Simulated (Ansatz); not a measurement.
Consider the formal loss of a carbene: `CC([SiH3])=S` → `[SiH3]C=S` + `[CH2]` (triplet).

Program: Ansatz. Geometries: PBE0-D4/def2-TZVP. ΔE: electronic, gas phase. CCSD(T)/CBS is the MP2 limit (def2-TZVPP, def2-QZVPP) plus CCSD(T) − MP2 in def2-TZVPP, frozen cores. This one scheme is used for every species. Functionals use def2-TZVPP. Triplets are unrestricted, without spin–orbit coupling.

```
         level  ΔE (kJ/mol)
         BHLYP        429.5
MP2/def2-QZVPP        468.4
```

Question: What does CCSD(T)/CBS give? (An estimate is asked.)

Answer: The calculation gave: +456.7 kJ/mol. The listed levels differ from it by -27.2, 11.7 kJ/mol.

Largest T1 diagnostic among the species: 0.016.

At CCSD(T), def2-SVP lies −16.2 kJ/mol from the extrapolated value and def2-TZVPP −12.4 kJ/mol. From BLYP to BHLYP (50 % exact exchange), in def2-TZVPP and without D4, ΔE moves by −6.6 kJ/mol.
